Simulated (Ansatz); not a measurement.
Species: C$_{6}$H$_{12}$Cl, charge 0, multiplicity 2. It need not be the lowest isomer of its formula. SMILES: C(C[C@@H](Cl)C)[CH]C
Structure (B3LYP-D3(BJ)/def2-TZVP (Ansatz, a first-principles code) minimum search):
```
C
H 1 1.0936
H 1 1.0955 2 106.66
C 1 1.5189 2 108.89 3 -115.11
H 4 1.0898 1 110.20 2 -173.74
C 4 1.5157 5 110.47 1 125.94
H 6 1.0890 4 111.23 5 56.70
H 6 1.0907 7 108.48 4 -121.97
H 6 1.0930 7 108.51 8 -117.58
C 1 1.5263 2 109.98 3 118.10
H 10 1.0989 1 109.53 2 179.21
H 10 1.1007 11 104.82 1 116.54
C 10 1.4866 11 109.67 12 118.31
H 13 1.0839 10 118.55 11 146.53
C 13 1.4849 14 119.10 10 -166.38
H 15 1.0907 13 112.05 14 -24.18
H 15 1.0956 16 108.17 13 123.31
H 15 1.1014 16 107.05 17 113.77
Cl 4 1.8310 5 103.75 1 -117.75
```
Charge 0, spin multiplicity 2.

Computed values are from Ansatz. Valence correlation only, unless marked. Open shells are spin-unrestricted. No spin-orbit coupling. No relativistic terms. CBS(X,Y): correlation extrapolated as X^-3; Hartree-Fock from the larger set. The bracket is a focal-point correction in the basis named.

```
Property                                                                                          Value
---------------------  --------------------------------------------------------------------------------
atomisation energy De  1765.6 kcal/mol at RI-MP2/CBS(cc-pV(T+d)Z,cc-pV(Q+d)Z)+[CCSD(T)-MP2]/cc-pV(T+d)Z
total energy              -695.2676 Eh at RI-MP2/CBS(cc-pV(T+d)Z,cc-pV(Q+d)Z)+[CCSD(T)-MP2]/cc-pV(T+d)Z
dipole moment                                                         1.91 D at CCSD(T)/aug-cc-pV(D+d)Z
T1 diagnostic                                                                 0.010 at CCSD/cc-pV(T+d)Z
```
